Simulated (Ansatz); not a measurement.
`[SiH3]O[Si]O[SiH3]` + HBr → `[SiH3]O[Si]Br` + `O[SiH3]` at 500 K and 1 bar (ligand exchange at the Si–O bond).

Isolated molecules relaxed with PBE0-D4/def2-TZVP in Ansatz; ΔE leaves out vibrations. CCSD(T)/CBS adds triple-zeta CCSD(T) − MP2 to the extrapolated MP2 energy (def2 sets, frozen cores). For Br outer-core shells are correlated without core-valence functions, which leaves a few kJ/mol of doubt a bond. Scalar relativity is left out up to krypton. One conformer a species, not always the lowest.

```
             species  CCSD(T)/CBS energy (Eh)  H − E (kJ/mol)  S (J/(mol·K))
`[SiH3]O[Si]O[SiH3]`              -1021.32998           212.6          483.2
                 HBr              -2573.91920            30.5          213.7
     `[SiH3]O[Si]Br`              -3228.55316           121.4          404.8
           `O[SiH3]`               -366.69042           127.5          292.9
```

H − E and S are ideal-gas, rigid-rotor, harmonic terms from PBE0-D4/def2-TZVP, for one conformer and one mirror image of each species. 1 Eh = 2625.50 kJ/mol, R = 8.31446 J/(mol·K).

Q: By hand: ΔE, ΔH, ΔS and ΔG.

A: ΔE = (-3228.55316) + (-366.69042) − (-1021.32998) − (-2573.91920) = 0.00560 Eh = 14.7 kJ/mol. Δ(H − E) = 121.4 + 127.5 − 212.6 − 30.5 = 5.8, so ΔH = 20.5 kJ/mol. ΔS = 404.8 + 292.9 − 483.2 − 213.7 = 0.8 J/(mol·K). ΔG = 20.5 − 500 × (0.8)/1000 = 20.1 kJ/mol.

Q: By hand: the equilibrium constant, and the temperature at which ΔG would vanish if ΔH and ΔS stayed fixed.

A: log₁₀ K = −ΔG/(RT ln 10) = -2.1. ΔG = 0 at ΔH/ΔS = 25625 K, far beyond where these terms or the molecules hold.

The number of gas molecules stays the same, so ΔS is small and ΔH decides. A doubt of 5 kJ/mol in ΔE shifts log₁₀ K by 0.5 here. Other conformers and mirror images would add mixing entropy, several J/(mol·K) or more a flexible species. Modes under 60 cm⁻¹, often nearly free rotors, make the harmonic entropy too high. These are equilibria of isolated gas molecules and say nothing of rates. Largest T1 diagnostic: 0.014 (customary marks: 0.02 for closed shells, 0.045 for open ones).
